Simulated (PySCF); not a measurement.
C2H4F2Ge. Atoms are numbered in the order given.

```xyz
9

Ge     0.3025    -0.3156     0.2456
F      0.4609     1.2690     0.9406
F      1.5497    -0.3915    -0.9589
C     -1.4209    -0.3502    -0.5882
C     -2.1868     0.7450    -0.5523
H      0.6637    -1.3415     1.3166
H     -1.7691    -1.2574    -1.0951
H     -1.8483     1.6588    -0.0514
H     -3.1764     0.7727    -1.0230
```
Charge 0, spin multiplicity 1.

The structure is a stationary point at ωB97X-D3(BJ)/def2-SVP. One conformer was computed; it need not be the lowest.

These are PySCF with B3LYP/pcSseg-1 values and carry that method's errors.

GIAO shieldings, no solvent; atoms listed in one row are averaged. δ = σ(ref) − σ: ⁷³Ge against GeH4 (σ = 1631.8 ppm); ¹⁹F against CFCl3 (σ = 161.7 ppm); ¹³C against TMS (σ = 181.3 ppm); ¹H against TMS (σ = 31.68 ppm), references at their B3LYP-D3(BJ)/def2-TZVP geometries, non-relativistic.

```tsv
nucleus	atoms	count	δ (ppm)
⁷³Ge	Ge1	1	346.0
¹⁹F	F3	1	-167.8
¹⁹F	F2	1	-199.6
¹³C	C5	1	151.4
¹³C	C4	1	139.2
¹H	H8	1	6.98
¹H	H9	1	6.89
¹H	H7	1	6.48
¹H	H6	1	6.09
```
